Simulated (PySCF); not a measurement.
Q: What does the GFN2-xTB structure of delta-valerolactam (`O=C1CCCCN1`) look like in three dimensions?

A: 
```xyz
16
C5H9NO angstrom
O      2.490    1.271   -0.079
C      1.400    0.736   -0.057
C      1.197   -0.710   -0.470
C     -0.098   -1.321    0.049
C     -1.253   -0.377   -0.263
C     -1.040    0.922    0.503
N      0.293    1.434    0.280
H      1.204   -0.721   -1.564
H      2.069   -1.277   -0.139
H     -0.033   -1.473    1.128
H     -0.260   -2.294   -0.418
H     -1.279   -0.173   -1.335
H     -2.208   -0.815    0.027
H     -1.762    1.679    0.184
H     -1.193    0.742    1.578
H      0.467    2.388    0.565
```

Orientation and origin are arbitrary. Atoms count from 1 in this order. N7 (amide nitrogen) is almost planar (angles 127.6°, 116.7° and 114.7°, sum 359.0°, 0.07 Å off the plane of its three neighbours). The 6-membered ring C2–C3–C4–C5–C6–N7 has internal angles of 108.6° to 127.6°; it is puckered, 0.21 Å rms from its mean plane, widest ring torsion 64°. The 2 C–N bonds span 1.351 Å (C2–N7, drawn single) to 1.446 Å (C6–N7, drawn single), a spread of 0.095 Å.

Bonds between heavy atoms (Å): O1=C2 1.215, C2–C3 1.517, C3–C4 1.523, C4–C5 1.524, C5–C6 1.523, C6–N7 1.446, C2–N7 1.351.

The geometry is computed with GFN2-xTB (gas phase).

Point group: C1 (no symmetry element, even within 0.4 Å). No frequency check. The numbers are those of one conformer (O1–C2–C3–C4 161°, C2–C3–C4–C5 49°, C3–C4–C5–C6 -64°, C4–C5–C6–N7 51°).
